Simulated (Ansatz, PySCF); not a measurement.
Process, species as SMILES: CO[Si](S)(OC)OC + 7 [H][H] (H2) -> 3 C (CH4) + 3 O (H2O) + S (H2S) + [SiH4] (SiH4)
Geometries: B3LYP-D3(BJ)/def2-TZVP minima from Ansatz (a program for electronic structure), one conformer each, not searched for the lowest. Frequencies are from Ansatz or PySCF.

Quantity: energy of full hydrogenation (enthalpy at 298 K, with B3LYP-D3(BJ) rigid-rotor harmonic-oscillator terms), in eV. Valence correlation only, unless marked. No spin-orbit coupling. Non-relativistic. CBS marks a two-point X^-3 extrapolation of the correlation energy; Hartree-Fock from the larger set. The bracket is a focal-point correction in the basis named.

| level | program | energy of full hydrogenation (eV) |
|---|---|---|
| HF/cc-pV(T+d)Z | Ansatz | -0.42 |
| RI-HF/aug-cc-pV(Q+d)Z | Ansatz | -0.55 |
| PBE/def2-TZVPD | Ansatz | -0.27 |
| revPBE-D3(BJ)/def2-TZVPD | Ansatz + dftd3 | 0.08 |
| r2SCAN-D3(BJ)/def2-TZVPD | Ansatz + dftd3 | 0.41 |
| r2SCAN-D4/def2-TZVPD | Ansatz + dftd4 | 0.41 |
| PBE0/6-31G* | Ansatz | 0.59 |
| PBE0-D4/def2-TZVP | Ansatz + dftd4 | 0.22 |
| r2SCANh-D4/def2-TZVPD | Ansatz + dftd4 | 0.34 |
| HSE06-D4/def2-TZVPD | Ansatz + dftd4 | -0.05 |
| B2GP-PLYP-D4/def2-TZVPD | Ansatz + dftd4 | 0.32 |
| MP2/STO-3G | Ansatz | 1.26 |
| MP2/cc-pV(T+d)Z | Ansatz | 0.42 |
| RI-MP2/aug-cc-pV(T+d)Z | Ansatz | 0.25 |
| SCS-MP2/STO-3G | Ansatz | 0.93 |
| SCS-MP2/6-31G | Ansatz | -0.36 |
| SCS-MP2/cc-pV(D+d)Z | Ansatz | -0.13 |
| CCSD/cc-pV(T+d)Z | Ansatz | -0.03 |
| CCSD(T)/aug-cc-pV(D+d)Z | Ansatz | -0.85 |
| CCSD(T)/cc-pV(T+d)Z | Ansatz | 0.19 |
| RI-MP2/CBS(aug-cc-pV(T+d)Z,aug-cc-pV(Q+d)Z)+[CCSD(T)-MP2]/aug-cc-pV(T+d)Z | Ansatz | 0.13 |
